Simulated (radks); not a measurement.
The numbers below are computed, except where a source is named.
Problem. Isoelectronic series with 25 electrons, each ion in its NIST ground configuration. Code: a radial shooting solver on a logarithmic mesh with Libxc functionals. Model: scalar-relativistic Kohn-Sham, r2SCAN, spin-unpolarised, spherical densities, finite nucleus; meta-GGA in the generalised Kohn-Sham scheme; Fermi nuclear charge, rms radius of each element as measured or else 0.836 A^(1/3) + 0.57 fm. Total energies (hartree) and mean radii <r> (bohr) (* marks an orbital that is empty in some or all of the ions):

| ion | configuration | E (hartree) | 4s* | 3d |
|---|---|---|---|---|
| Mn | [Ar] 3d5 4s2 | -1158.46585 | 3.099 | 1.222 |
| Co2+ | [Ar] 3d7 | -1392.40339 | 2.432 | 1.016 |
| Cu4+ | [Ar] 3d7 | -1650.38073 | 1.912 | 0.8029 |
| Ga6+ | [Ar] 3d7 | -1932.25394 | 1.599 | 0.6767 |
| As8+ | [Ar] 3d7 | -2238.08942 | 1.383 | 0.5894 |
| Br10+ | [Ar] 3d7 | -2568.01380 | 1.222 | 0.5240 |
| Rb12+ | [Ar] 3d7 | -2922.18759 | 1.097 | 0.4726 |
| Tc18+ | [Ar] 3d7 | -4132.16252 | 0.8426 | 0.3672 |

Estimate the row of Nb16+ ([Ar] 3d7).

Solution. E (hartree) -3704.04532; 4s* 0.9129; 3d 0.3964.
